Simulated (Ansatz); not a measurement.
Start from `[OH][In]([OH])[Cl]` and change one atom or group to get `[OH][In]([OH])[Br]`.

Ansatz, PBE0-D4/def2-TZVP geometries, multiplicity 1. Each molecule was computed in one conformer, which needn't be the lowest.

Elements past krypton have def2 core potentials. Scalar relativity is left out up to krypton.

```json
{"property": "HOMO–LUMO gap (ωB97M-V/def2-TZVPP) / eV", "`[OH][In]([OH])[Cl]`": "10.99"}
{"property": "size of the dipole moment (ωB97M-V/def2-TZVPP) / D", "`[OH][In]([OH])[Cl]`": "1.52"}
{"property": "HOMO–LUMO gap (PBE0/def2-TZVPP) / eV", "`[OH][In]([OH])[Cl]`": "6.73"}
{"property": "size of the dipole moment (B3LYP/def2-TZVPP) / D", "`[OH][In]([OH])[Cl]`": "1.53"}
{"property": "HOMO energy (PBE/def2-TZVPP) / eV", "`[OH][In]([OH])[Cl]`": "-7.26"}
{"property": "HOMO energy (PBE0/def2-TZVPP) / eV", "`[OH][In]([OH])[Cl]`": "-8.95"}
```

Problem. What does the change do to each property? (Estimate.)

Solution. Ansatz gave: 
| property | `[OH][In]([OH])[Br]` | shift |
| --- | --- | --- |
| HOMO–LUMO gap (ωB97M-V/def2-TZVPP) / eV | 10.46 | -0.53 |
| size of the dipole moment (ωB97M-V/def2-TZVPP) / D | 1.37 | -0.15 |
| HOMO–LUMO gap (PBE0/def2-TZVPP) / eV | 6.32 | -0.41 |
| size of the dipole moment (B3LYP/def2-TZVPP) / D | 1.36 | -0.17 |
| HOMO energy (PBE/def2-TZVPP) / eV | -7.21 | 0.05 |
| HOMO energy (PBE0/def2-TZVPP) / eV | -8.59 | 0.36 |

Dipoles are sizes alone; their direction can turn.

B3LYP here is the variant with VWN-RPA as its local correlation; programs differ in this.

Spin–orbit coupling is left out; it splits and shifts lone-pair levels of the heavy atoms by tenths of an eV.
